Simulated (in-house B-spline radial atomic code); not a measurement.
A run on Ga (an excited or competing configuration) that did not converge. Method: non-relativistic B97-1, spin-polarised, spherical fractional occupations, point nucleus; computed with a B-spline radial code for spherical atoms.

Command:
```bash
python run_scf.py task.json out
```
Settings:
```
Z                31
configuration    [Ar] 3d10 4s2 5s1
hamiltonian      nr
method           b97_1
spin_polarised   True
```

First and last ten iterations of the last attempt (damped for 15 steps, keeping 80 % of the old Fock matrix, then DIIS):
```
 iter        energy (Eh)    residual
    1       -1923.952841    4.01e-01
    2       -1924.312751    1.16e-01
    3       -1924.557398    6.01e-02
    4       -1924.623938    4.03e-02
    5       -1924.641579    2.85e-02
    6       -1924.646614    2.07e-02
    7       -1924.648313    1.53e-02
    8       -1924.649016    1.15e-02
    9       -1924.649360    8.66e-03
   10       -1924.649544    6.57e-03
  111       -1924.649795    2.60e-06
  112       -1924.649795    2.32e-06
  113       -1924.649795    2.32e-06
  114       -1924.649795    4.77e-06
  115       -1924.649795    3.15e-06
  116       -1924.649795    2.80e-06
  117       -1924.649795    3.07e-06
  118       -1924.649795    3.04e-06
  119       -1924.649795    2.83e-06
  120       -1924.649795    2.61e-06
 not converged after 120 iterations
```

The smallest residual met was 2.3e-06; the threshold is about 3e-07. Over the last five steps the energy moves by less than 1e-08 hartree, but the orbitals didn't meet the threshold. Time taken, with all properties: 2.4 s on 1 thread of Arm Neoverse V2, on a shared host.
